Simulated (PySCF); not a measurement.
# One molecule, several mistakes: B2CH4N cation

All numbers below are calculated, not measured. The program is PySCF 2.14.0, an open-source quantum chemistry code, run on an isolated molecule that a program drew, which may never have been made. The molecule is B2CH4N cation (charge +1, singlet), drawn as the SMILES string `[BH+]B=NC`.

Each row is a Hartree-Fock (HF) and frozen-core CCSD(T) single point in the cc-pVDZ basis, meant for a local HF minimum. Run 1 is clean. Each other run has one planted mistake out of seven kinds, and not every kind appears here: one electron removed, one electron added, multiplicity raised by two, geometry at a saddle point, minimal basis STO-3G, one bond length entered in bohr, all coordinates scaled. The reference is restricted for singlets and unrestricted otherwise, and also for a bond in bohr. Adding or removing an electron swaps singlet and doublet. Electrons count all cores. HOMO and LUMO are orbital energies over both spins, the gradient is its largest component, and the lowest frequency (negative if imaginary) is given only where the gradient is small. Bond lengths are over the 7 bonds as drawn. T1 is the CCSD diagnostic: over 0.02 (restricted) or 0.045 (unrestricted) a single reference is doubtful.

Geometry of the clean run:
```xyz
8
B2CH4N cation, angstrom
B    -3.6302    0.3915    0.3584
B    -2.0512    0.8091    0.3507
N    -0.8768    1.1197    0.3450
C     0.4985    1.4834    0.3382
H    -4.7663    0.0910    0.3639
H     1.0458    0.8376    1.0228
H     0.8969    1.3692   -0.6684
H     0.5990    2.5200    0.6552
```

| run | electrons | basis functions | <S^2> | HOMO (eV) | LUMO (eV) | gradient (hartree/bohr) | lowest frequency (cm^-1) | mean bond (Å) | longest bond (Å) | T1 | HF (hartree) | CCSD(T) (hartree) | mistake |
|---|---|---|---|---|---|---|---|---|---|---|---|---|---|
| 1 | 26 | 76 | 0.000 | -16.35 | -6.10 | 2.4e-05 | 148 | 1.2445 | 1.633 | 0.0269 | -143.68259 | -144.17914 | no fault |
| 2 | 26 | 76 | 0.000 | -16.49 | -6.08 | 2.7e-02 | - | 1.2246 | 1.607 | 0.0261 | -143.68028 | -144.17297 | all coordinates scaled |
| 3 | 26 | 24 | 0.000 | -15.46 | -3.83 | 6.2e-02 | - | 1.2445 | 1.633 | 0.0259 | -141.93271 | -142.19192 | ? |
| 4 | 25 | 76 | 0.785 | -23.62 | -13.84 | 1.2e-01 | - | 1.2445 | 1.633 | 0.0379 | -143.14333 | -143.58116 | ? |

**Which mistake was planted in run 3, and what did it cost?**

It has 24 basis functions where the clean run has 76, with the same electrons and geometry. So the mistake is: minimal basis STO-3G. Subtracting run 1 and multiplying by 627.51 kcal/mol a hartree, the energy moved by 1098.1 kcal/mol in HF and 1247.0 kcal/mol in CCSD(T).

**Which mistake was planted in run 4, and what did it cost?**

It counts 25 electrons, one fewer than the clean run, at the same geometry and basis. So the mistake is: one electron removed. Subtracting run 1 and multiplying by 627.51 kcal/mol a hartree, the energy moved by 338.4 kcal/mol in HF and 375.2 kcal/mol in CCSD(T).

Cautions from the logs. Run 1: T1 is over the limit, so its CCSD(T) energy is less reliable; run 2: T1 is over the limit, so its CCSD(T) energy is less reliable; run 3: T1 is over the limit, so its CCSD(T) energy is less reliable.
